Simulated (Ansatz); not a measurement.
A nudged elastic band was laid between two geometries of CH9GeNSi (13 atoms, charge 0, multiplicity 1).

Theory: RKS PBE-D4/def2-SVP (Ansatz 0.2.0).

```
movable images  : 7
climbing image  : yes
spring          : 5.0 eV/Å²
optimiser       : quadratic models (default)
start path      : IDPP
force threshold : 0.05 eV/Å
iteration limit : 60
end points      : relaxed
```

First end point:

```xyz
13
Properties=species:S:1:pos:R:3
N -1.674 0.864 -0.525
C -1.309 -0.549 -0.433
Si 0.572 -0.774 -0.676
Ge 1.760 0.470 0.991
H -2.689 0.985 -0.424
H -1.248 1.398 0.243
H -1.611 -1.085 0.506
H -1.793 -1.107 -1.265
H 0.996 -0.307 -2.042
H 0.929 -2.233 -0.528
H 1.415 -0.048 2.415
H 3.298 0.375 0.809
H 1.374 1.976 0.944
```

Last end point:

```xyz
13
Properties=species:S:1:pos:R:3
N -1.857 0.835 -0.409
C -1.408 -0.559 -0.311
Si 0.474 -0.825 -0.603
Ge 1.719 0.416 1.023
H -1.599 1.229 -1.323
H -1.372 1.417 0.287
H -1.688 -0.965 0.685
H -1.972 -1.177 -1.044
H 0.822 -0.284 -1.968
H 0.898 -2.275 -0.553
H 1.509 -0.163 2.450
H 3.242 0.414 0.724
H 1.252 1.900 1.056
```

Task: Which bonds break or form, and what moves?

Result: No bond is made or broken. The height of N1 over the plane of its neighbours goes from 0.39 to -0.40 Å.

Task: Give the energies along the band, and the barrier.

Result: The run converged. The highest image is number 4 of 0 to 8, 0.191 eV above the first end and 0.203 eV above the last; the last end lies 0.012 eV below the first. A vibrational analysis at the climbing image gives one clearly imaginary mode, 622i cm⁻¹: a first-order saddle point.

| image | path coordinate (Å) | energy (eV) | height of N1 over the plane of its neighbours (Å) |
| --- | --- | --- | --- |
| 0 | 0.00 | 0.000 | 0.39 |
| 1 | 0.25 | 0.004 | 0.39 |
| 2 | 0.50 | 0.023 | 0.37 |
| 3 | 0.75 | 0.092 | 0.25 |
| 4 | 1.00 | 0.191 | -0.01 |
| 5 | 1.26 | 0.085 | -0.27 |
| 6 | 1.52 | 0.019 | -0.38 |
| 7 | 1.78 | -0.005 | -0.39 |
| 8 | 2.04 | -0.012 | -0.40 |

Task: What is the geometry of the highest image?

Result: 
```xyz
13
Properties=species:S:1:pos:R:3
N -1.723 0.807 -0.323
C -1.353 -0.583 -0.308
Si 0.529 -0.808 -0.643
Ge 1.779 0.445 0.969
H -2.393 1.166 -0.993
H -1.310 1.466 0.329
H -1.645 -1.131 0.624
H -1.886 -1.111 -1.127
H 0.853 -0.281 -2.018
H 0.978 -2.251 -0.564
H 1.562 -0.118 2.402
H 3.304 0.429 0.681
H 1.326 1.934 0.986
```

Task: What are the harmonic wavenumbers there?

Result: 622i, 79, 85, 108, 131, 236, 337, 350, 428, 519, 592, 632, 732, 767, 808, 857, 861, 892, 982, 1121, 1228, 1257, 1390, 1539, 2055, 2066, 2077, 2114, 2152, 2868, 3013, 3569, 3696 cm⁻¹.

The run took 120 s on 2 threads of Arm Neoverse V1, on a shared host, peak memory 0.17 GiB.
